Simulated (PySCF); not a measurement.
CF, SMILES [C]F (connectivity only; charge and spin as stated), charge +1, multiplicity 1. Coordinates come from a PBE0-D3(BJ)/def2-TZVPD optimisation.

PySCF 2.14.0 with TDA-ωB97X/def2-TZVPD puts the lowest singlet excitations at 8.49, 8.49, 11.91, 12.17, 12.17, 15.64 eV and the lowest triplet (TDA) at 4.76 eV.

Problem. What are the lowest singlet roots from EOM-CCSD/aug-cc-pVDZ (PySCF)? (Estimate from the structure and the level; the computed values follow.)

Solution. 8.55, 8.55, 12.08, 12.08, 12.19, 15.02 eV; triplets 4.97, 4.97, 10.94 eV. S1 differs by 0.06 eV (second minus first; roots are paired by order, and the bases may differ).
